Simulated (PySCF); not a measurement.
## C₆ coefficients of unlike pairs at CAM-B3LYP

Calculated with PySCF 2.14 from the dipole response of each species, C₆(A,B) = (3/π) ∫ α_A(iu) α_B(iu) du, in atomic units, from isotropic polarisabilities. For ions this is the dispersion term alone; charge-induced terms of lower order in 1/R come first.

```json
{"species": "S⁺", "configuration": "[Ne] 3s2 3p3 (4S)", "basis": "aug-cc-pwCVDZ (6s5p3d)", "relativity": "none", "α (bohr³)": "10.93", "C₆ (like pair)": "54.70"}
{"species": "Ru", "configuration": "[Kr] 4d7 5s1 (5F)", "basis": "aug-cc-pwCVDZ-PP with ECP28MDF (6s6p5d3f)", "relativity": "core potential", "α (bohr³)": "61.75", "C₆ (like pair)": "542.8"}
{"species": "Cu⁺", "configuration": "[Ar] 3d10 (1S)", "basis": "def2-QZVPPD (11s6p5d4f2g)", "relativity": "none", "α (bohr³)": "6.890", "C₆ (like pair)": "22.80"}
{"species": "Cr²⁺", "configuration": "[Ar] 3d4 (5D)", "basis": "def2-QZVPPD (11s6p5d3f2g)", "relativity": "none", "α (bohr³)": "3.997", "C₆ (like pair)": "11.88"}
```

Question: Estimate C₆ for Cr²⁺ with S⁺.

Answer: The integral gives 24.16. The combination rule 2 C_A C_B / (C_A α_B/α_A + C_B α_A/α_B) gives 24.76 and the geometric mean 25.49.

No spin-orbit coupling is included.

The other pairs:

| pair | C₆ |
| --- | --- |
| Ru, S⁺ | 157.2 |
| Cr²⁺, Cu⁺ | 16.27 |
| Cu⁺, S⁺ | 34.62 |
| Cu⁺, Ru | 98.93 |
| Cr²⁺, Ru | 65.70 |
